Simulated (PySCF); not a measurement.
Geometry:
```csv
atom,x (Å),y (Å),z (Å)
C1,2.199,-0.666,-0.219
Si2,0.701,0.430,0.152
C3,0.362,1.507,-1.342
N4,0.150,2.173,-2.250
N5,-0.689,-0.568,0.379
Si6,-2.352,-0.086,0.553
H7,2.388,-1.359,0.596
H8,2.055,-1.248,-1.125
H9,3.093,-0.065,-0.355
H10,0.917,1.355,1.273
H11,-0.504,-1.548,0.513
H12,-2.723,0.707,-0.615
H13,-2.500,0.709,1.775
H14,-3.097,-1.341,0.644
```

Non-relativistic Hamiltonian, single conformer, gas phase, fast rotation and ring inversion assumed for equivalent nuclei. PBE0/pcSseg-1 with gauge-including orbitals; GFN2-xTB structure; PySCF 2.14.

Scale: TMS for 13C, 1H, 29Si; 15N vs NH3 (reference shieldings calculated alike).

```
      atoms  nucleus  count  Hirshfeld charge  δ (ppm)
   H7/H8/H9       1H      3              0.05     0.46
        Si6     29Si      1              0.36    -55.9
        Si2     29Si      1              0.44        ?
         N4      15N      1             -0.20        ?
        H11       1H      1              0.12    -0.19
         N5      15N      1             -0.33      3.0
         C1      13C      1             -0.20     -1.6
H12/H13/H14       1H      3             -0.08     4.85
         C3      13C      1             -0.03    126.0
        H10       1H      1             -0.07        ?
```

**Question.** Complete the table.

**Answer.** 
- H10: 5.04 ppm, hydrogen on a silicon bonded to 2 C, N
- Si2: -41.5 ppm, silicon bonded to 2 C, N, H
- N4: 358.5 ppm, nitrile nitrogen

OH and NH positions are those of a molecule without intermolecular hydrogen bonds; in solution they move with solvent, concentration and temperature, and exchange usually removes their couplings. Shifts are as computed. Against solution values, carbons near 30 ppm lie about +3 ppm off and those near 130 ppm about +5 ppm (rms about the fit 2.1 ppm; single classes can miss by 10 ppm). Of 1328 compounds with measured shifts, 309 miss one by over three times the rms of a fit or turn the order of signals round; such compounds aren't used in these exercises. Signals without a measured value on file couldn't be tested in this way; 1H shifts scatter by 0.2 ppm about their fit, and single ones miss by 0.5 ppm. Experimental scales use liquid or dissolved standards, which lie at an offset from isolated NH3 (liquid NH3: subtract about 20 ppm). Unscaled 15N shifts of sp2 nitrogen often come out too high even then, by a few to some tens of ppm.
